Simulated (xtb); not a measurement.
H9Si4, SMILES [SiH]([SiH3])([SiH2])[SiH3] (connectivity only; charge and spin as stated), charge +1, multiplicity 1. All values are semi-empirical tight-binding results from xtb (GFN2-xTB unless named), good for trends rather than for accurate numbers. Geometry optimised at GFN2-xTB. The multiplicity is an assumed one; no other spin state was optimised. The isomer is the one that the SMILES or the coordinates give; other isomers of the formula were not compared.

Computed properties:
The orbital gap is 1.50 eV and the zero-point energy comes out as 44.0 kcal/mol. The G − E(el) at 298.15 K (modified RRHO) is 20.6 kcal/mol and the static polarisability (D4 model) is 116.2 bohr³. The solvation energy, GFN2-xTB/ALPB(water) is -40.3 kcal/mol and the solvation energy, GFN2-xTB/ALPB(dmf) comes out as -37.8 kcal/mol.
